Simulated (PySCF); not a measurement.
Isomers of C4H5BrO. Computed with PBE0-D3(BJ)/def2-SVP geometry optimisation, gas phase in PySCF. One conformer each; no zero-point energy, no entropy. No frequencies were run at this level. Point groups hold within 0.08 Å.

Task: Rank from lowest to highest electronic energy at this level (kJ/mol).
A. `[CH3:1][O:2][C:3]1=[CH:4][C@H:5]1[Br:6]` with C1–O2–C3–C4 -179°
B. `[O:1]=[C:2]([Br:3])[CH:4]1[CH2:5][CH2:6]1` with O1–C2–C4–C5 144°

Result: B (0.0), A (220.9).

As drawn, the lower has a C=O bond, which the higher lacks; the higher has a C=C bond outside aromatic rings, which the lower lacks.

```
        SMILES       E (Eh)  E rel (kJ/mol)  dipole (D)  point group     A, B, C (MHz)
  O=C(Br)C1CC1  -2803.76170             0.0        3.31           Cs  3584, 1795, 1318
COC1=C[C@H]1Br  -2803.67756           220.9        2.77           C1  4473, 1315, 1076
```
